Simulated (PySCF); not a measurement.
Compound: C₂H₈B₂S.
Bonds: B1–B2, B2–C3, B2–S4, S4–C5. Hydrogens: H6, H7 on B1; H8, H9, H10 on C3; H11, H12, H13 on C5.

Jobs on this species (13 atoms, 46 electrons) with PySCF (density fitting). Hardware of each: one thread of an Arm Neoverse V1, shared host. The host was shared with other jobs, so the times are rough. Peak memory is the resident size of the whole Python process, interpreter and libraries included.

```json
{"level and settings": "delta-SCF UKS SCAN, def2-TZVP on the ionised atom, pcseg-1 elsewhere, spin-free X2C", "work": "ΔSCF core ionisation, 6 holes", "basis functions": "133", "SCF cycles": "?", "wall time": "?", "peak memory": "?"}
{"level and settings": "delta-SCF UKS SCAN, pcX-2 on the ionised atom, pcseg-1 elsewhere, non-relativistic", "work": "ΔSCF core ionisation, 6 holes", "basis functions": "156", "SCF cycles": "?", "wall time": "?", "peak memory": "?"}
{"level and settings": "delta-SCF UKS HF, pcX-2 on the ionised atom, pcseg-1 elsewhere, spin-free X2C", "work": "ΔSCF core ionisation, 6 holes", "basis functions": "156", "SCF cycles": "113", "wall time": "31 s", "peak memory": "0.52 GiB"}
{"level and settings": "delta-SCF UKS PBE, pcX-2 on the ionised atom, pcseg-1 elsewhere, spin-free X2C", "work": "ΔSCF core ionisation, 6 holes", "basis functions": "156", "SCF cycles": "112", "wall time": "28 s", "peak memory": "0.53 GiB"}
{"level and settings": "delta-SCF UKS SCAN, pcX-1 on the ionised atom, pcseg-1 elsewhere, spin-free X2C", "work": "ΔSCF core ionisation, 6 holes", "basis functions": "136", "SCF cycles": "112", "wall time": "38 s", "peak memory": "0.52 GiB"}
{"level and settings": "delta-SCF UKS SCAN, pcX-2 on the ionised atom, pcseg-1 elsewhere, spin-free X2C", "work": "ΔSCF core ionisation, 6 holes", "basis functions": "156", "SCF cycles": "103", "wall time": "42 s", "peak memory": "0.51 GiB"}
{"level and settings": "delta-SCF UKS B3LYP, pcX-2 on the ionised atom, pcseg-1 elsewhere, spin-free X2C", "work": "ΔSCF core ionisation, 6 holes", "basis functions": "156", "SCF cycles": "102", "wall time": "50 s", "peak memory": "0.64 GiB"}
{"level and settings": "PBE0-D3(BJ)/def2-SVP, grid level 1", "work": "geometry optimisation from a GFN2-xTB start shaken at random", "basis functions": "114", "SCF cycles": "59", "wall time": "47 s", "peak memory": "0.47 GiB"}
{"level and settings": "delta-SCF UKS PBE0, pcX-2 on the ionised atom, pcseg-1 elsewhere, spin-free X2C", "work": "ΔSCF core ionisation, 6 holes", "basis functions": "156", "SCF cycles": "101", "wall time": "49 s", "peak memory": "0.57 GiB"}
```

Question: Fill in the missing figures.

Answer: 
- delta-SCF UKS SCAN, def2-TZVP on the ionised atom, pcseg-1 elsewhere, spin-free X2C; ΔSCF core ionisation, 6 holes: 45 s, 0.52 GiB, 114 SCF cycles
- delta-SCF UKS SCAN, pcX-2 on the ionised atom, pcseg-1 elsewhere, non-relativistic; ΔSCF core ionisation, 6 holes: 43 s, 0.52 GiB, 107 SCF cycles

Question: What do all jobs in the table cost together?

Answer: About 6.2 min; the longest takes about 13 % of that, and about 1.8 times as long as the shortest.
